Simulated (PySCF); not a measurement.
**Radial density of Tl (thallium, neutral)**

B3LYP, [Xe] 4f14 5d10 6s2 6p1, 2P determinant. All numbers are calculated (PySCF 2.14, scalar relativity by spin-free X2C-1e, in aug-cc-pwCVTZ-DK3 (11s10p8d5f1g, 125 functions)).

```
r (bohr)  4πr²ρ (e/bohr)  4πr²(ρα − ρβ)
  0.0161           103.9         0.0019
  0.0271           107.7         0.0042
  0.0456           151.4         0.0027
  0.0766           124.3        -0.0022
   0.129           140.7         0.0065
   0.217           89.52        -0.0002
   0.365           95.01         0.0090
   0.614           38.09         0.0185
    1.03           20.41        -0.0069
    1.74           6.298         0.0976
    2.92           1.367         0.3155
    4.91          0.2052         0.1468
    8.26         0.01286         0.0126
    13.9       7.417e-05         0.0001
```

Densities and radii are taken from the X2C orbitals without a picture-change correction, which distorts them close to the nucleus.

Spin-orbit coupling, absent here, splits the open shell strongly.

(1) Where is the radial spin density 4πr²(ρα − ρβ) most negative, and why is it negative at all?

## Answers

(1) Around r = 1.03 bohr, down to -0.0069 e/bohr: exchange with the open shell polarises the paired shells in an unrestricted calculation.
